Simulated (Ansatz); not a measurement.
Reaction (formal exchange of groups at the Si–Se bond): `CO[SiH2][SeH]` + `O[SiH3]` → `CO[SiH2][SiH2]O` + H₂Se

Program: Ansatz. Geometries: PBE0-D4/def2-TZVP. ΔE: electronic, gas phase. CCSD(T)/CBS adds triple-zeta CCSD(T) − MP2 to the extrapolated MP2 energy (def2 sets, frozen cores). For Se outer-core shells are correlated without core-valence functions, which leaves a few kJ/mol of doubt a bond. Scalar relativity is left out up to krypton. One conformer a species, not always the lowest.

```
          species  MP2/def2-QZVPP energy (Eh)
  `CO[SiH2][SeH]`                 -2806.33924
        `O[SiH3]`                  -366.62980
`CO[SiH2][SiH2]O`                  -771.29162
             H₂Se                 -2401.64268
```

Problem. Work out ΔE.

Solution. ΔE = (-771.29162) + (-2401.64268) − (-2806.33924) − (-366.62980) = 0.03474 Eh = +91.2 kJ/mol. CCSD(T)/CBS gives +81.5 kJ/mol.

Largest T1 diagnostic among the species: 0.012.

From PBE to PBE0 (25 % exact exchange), in def2-TZVPP and without D4, ΔE moves by +5.2 kJ/mol.
